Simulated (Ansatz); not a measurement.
HfI2, SMILES [I][Hf][I], multiplicity 1.

Geometry: B3LYP-D3(BJ)/def2-SVP. The spin state was assumed, not searched. The def2 effective core potentials stand for the cores of Hf, I; spin–orbit coupling is left out.

Two levels are set side by side: PBE/def2-SVPD (Ansatz, a quantum-chemistry and plane-wave program) and ωB97X-V/def2-SVPD (Ansatz). Energy differences of separate SCF runs at the same geometry; the states with an electron removed or added have multiplicity 2 and 2. Differences are taken from unrounded values.

```csv
quantity,ωB97X-V,PBE,PBE minus ωB97X-V
vertical ionisation energy (eV),7.73,7.35,-0.38
vertical electron affinity (eV),1.49,1.54,0.04
vertical singlet–triplet gap (eV),0.22,0.05,-0.17
```
